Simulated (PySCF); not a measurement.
**Working out the excitation energy of Cl²⁺**

Cl²⁺ [Ne] 3s2 3p3 (4S) → Cl²⁺ [Ne] 3s1 3p3 3d1 (6D). All numbers are calculated (PySCF 2.14, the spin-free X2C one-electron Hamiltonian (Gaussian nucleus), in aug-cc-pVDZ-DK (5s4p2d, 27 functions)). Frozen: [Ne]. Energies in hartree (1 hartree = 27.21139 eV):

| part | Cl²⁺ (lower) | Cl²⁺ (upper) |
| --- | --- | --- |
| UHF | -459.618788 | -458.644371 |
| MP2 opposite-spin | -0.052880 | 0.000000 |
| MP2 same-spin | -0.018805 | -0.015360 |

What does Hartree-Fock give?

(-458.644371) − (-459.618788) = 0.974417 hartree = 26.515 eV.

What do MP2 and SCS-MP2 (6/5 opposite-spin, 1/3 same-spin) give?

The opposite-spin parts differ by 1.439 eV and the same-spin parts by 0.094 eV. MP2: 26.515 + (1.439) + (0.094) = 28.048 eV. SCS-MP2: 26.515 + 1.2 × (1.439) + (0.094)/3 = 28.273 eV.

A double-zeta basis recovers only part of the correlation energy.
